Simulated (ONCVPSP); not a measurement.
How hard is this Ir ONCV potential?

iridium, optimised norm-conserving Vanderbilt (ONCV), made with ONCVPSP 4.0.1 (PBE, scalar-relativistic). Core [Xe], reference 4f14 5d7 6s2. Waves: 6s: rc 2.00 bohr, ncon 5, nbas 10, qcut 3.2 1/bohr, 2 projectors, debl 2.5 Ha; p scattering state at 0.47 Ha: rc 2.05 bohr, ncon 3, nbas 7, qcut 4 1/bohr, 2 projectors, debl 0.7 Ha; 5d: rc 2.00 bohr, ncon 3, nbas 8, qcut 7 1/bohr, 3 projectors, debl 1.4 Ha; 4f: rc 0.70 bohr, ncon 4, nbas 8, qcut 23.1 1/bohr, 2 projectors, debl 2.8 Ha. Local part: polynomial inside 0.45 bohr (lpopt 5, dvloc0 -1 Ha). Core correction: Teter function fitted to the true core (icmod 2), fcfact 0.55.

Task: For each optimised wave give the share of its norm inside rc, the residual kinetic energy above qcut (Ha) and the cutoffs (Ha) for errors of 10, 1, 0.1 and 0.01 mHa per electron.

Result:

```csv
wave,norm inside rc,residual KE,10 mHa,1 mHa,0.1 mHa,0.01 mHa
6s,0.186,3.7e-03,2.7,44.0,72.8,80.9
s projector 2,0.119,2.9e-02,5.5,7.0,15.2,48.0
p projector 1,0.077,9.1e-04,2.1,7.6,40.4,90.9
p projector 2,0.158,1.8e-03,5.0,15.0,64.1,not reached
5d,0.718,8.3e-07,13.2,16.9,19.8,22.2
d projector 2,0.202,6.5e-07,13.8,17.5,20.2,22.3
d projector 3,0.158,3.3e-06,14.6,18.4,21.2,23.4
4f,0.791,1.3e-04,220.3,244.7,276.1,580.1
f projector 2,0.002,8.0e-07,116.0,171.3,212.2,241.1
```

The occupied waves need 245 Ha and 276 Ha for 1 and 0.1 mHa. Rows with under 1 % of the norm inside rc give no meaningful cutoff. Note: ghosts flagged at negative energy: s at -1275.0 eV, s at -89.2 eV, p at -795.4 eV, p at -42.6 eV, d at -37.1 eV; GHOST(+) flagged for s at 75.0 eV, p at 375.7 eV. A true bound ghost makes a file unfit for plane-wave use. 1 of 4 tests not solved or not reliable.
